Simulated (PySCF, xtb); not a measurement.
Cl2H3NOZr, SMILES [Cl][Zr]([NH2])([OH])[Cl], multiplicity 1. The values are those of a single conformer.

Harmonic wavenumbers (cm⁻¹) from GFN2-xTB run with xtb at its own minimum, in rising order: 43, 51, 89, 98, 104, 122, 191, 229, 342, 351, 376, 467, 547, 594, 1486, 3257, 3289, 3606.

### Question
What does B3LYP-D3(BJ)/def2-SVP run with PySCF 2.14.0 give at its own minimum? (An estimate is asked for; the answer gives what the named calculation found.)

### Answer
100, 103, 122, 142, 167, 249, 304, 356, 372, 401, 479, 496, 665, 750, 1495, 3516, 3605, 3946. Paired by order, the mean absolute difference is 112 cm⁻¹ and the zero-point energies are 21.8 and 24.7 kcal/mol.
